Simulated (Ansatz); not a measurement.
Basis-set extrapolation for `B[SiH](N)F` (PBE0-D4/def2-TZVP geometry, frozen core, the Gaussian-basis code of Ansatz). Multiplicity 1, RHF reference.

```json
{"": "HF", "def2-TZVPP": "-470.576257", "def2-QZVPP": "-470.594645"}
{"": "MP2 correlation", "def2-TZVPP": "-0.682618", "def2-QZVPP": "-0.738843"}
{"": "CCSD(T) correlation", "def2-TZVPP": "-0.742375", "def2-QZVPP": "not run"}
```

Energies in hartree. Use E(X) = E(∞) + A·exp(−7.88·√X) for Hartree–Fock and E(X) = E(∞) + B·X^(−2.97) for correlation, with X = 3 and 4, and add CCSD(T) minus MP2 of the smaller set to the MP2 limit.

Problem. What is the CCSD(T) energy at the basis-set limit?

Solution. HF limit: -470.594645 + (-0.018388) × 0.13774 = -470.59718. MP2 limit: -0.738843 + (-0.056225) × 0.74074 = -0.78049. Higher-order term: -0.742375 − (-0.682618) = -0.05976. Total: -471.43743 hartree, 311.9 kJ/mol below CCSD(T)/def2-TZVPP.
